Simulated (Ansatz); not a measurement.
Harmonic frequencies (cm⁻¹) at PBE0-D4/def2-TZVP from Ansatz: 81, 150, 199, 287, 345, 446, 496, 573, 595, 633, 684, 724, 820, 880, 928, 953, 1105, 1197, 1254, 1446, 1578, 2226, 2234, 3141, 3595, 3690, 3701.

Each molecule was computed in one conformer, which needn't be the lowest.

Q: Which molecule is it?
A. `C[Si](N)(O)Cl`
B. `[SiH3]BO[SiH3]`
C. `N[SiH2]C(O)Cl`
D. `NCO[SiH2]Cl`

A: C.
